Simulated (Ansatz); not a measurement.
Cost and result up the ladder for Mg3O2 (5 atoms). Charge 0, multiplicity 1. Geometry: PBE-D4/def2-SVP.

```xyz
5

Mg    1.226    0.960   -0.455
Mg   -0.628    0.852    1.723
Mg   -0.058   -1.389   -1.468
O     0.230   -0.659    0.504
O    -0.770    0.236   -0.303
```

Ansatz on 4 threads of Arm Neoverse V2 on a shared host. Times are rough, and most runs start from the orbitals of an earlier one. No level here is sound enough to serve as a yardstick. Binding counts from free atoms at the same level (Mg singlet, O triplet; other spins of the atoms weren't run), without zero-point energy or a counterpoise term.

Correlated methods freeze 5 core orbitals; core or outer-core shells of Mg are correlated, in sets that lack core-valence functions. The structure holds 1 bond(s) between oxygen atoms. Another isomer (singlet) lies 3.97 eV lower at PBE0-D4/def2-TZVP; other spin states weren't run for this one.

Run but left out: HF/def2-TZVP (restricted singlet, unstable in another Hartree–Fock run and untested here).

Correlated methods converge slowly with the basis.

```json
{"level": "PBE-D4/def2-TZVP (with forces)", "functions": "158", "wall time": "1.3 s", "binding energy per atom (eV)": "1.93", "remarks": "restricted SCF unstable in HF"}
{"level": "PBE0-D4/def2-TZVP", "functions": "158", "wall time": "1.6 s", "binding energy per atom (eV)": "1.69", "remarks": "restricted SCF unstable in HF"}
{"level": "r2SCAN-D4/def2-TZVP", "functions": "158", "wall time": "2.4 s", "binding energy per atom (eV)": "1.86", "remarks": "restricted SCF unstable in HF"}
{"level": "ωB97M-V/def2-TZVP", "functions": "158", "wall time": "5.5 s", "binding energy per atom (eV)": "1.60", "remarks": "restricted SCF unstable in HF"}
{"level": "CCSD(T)/def2-TZVPP", "functions": "158", "wall time": "52 s", "binding energy per atom (eV)": "1.64", "remarks": "restricted SCF unstable"}
```
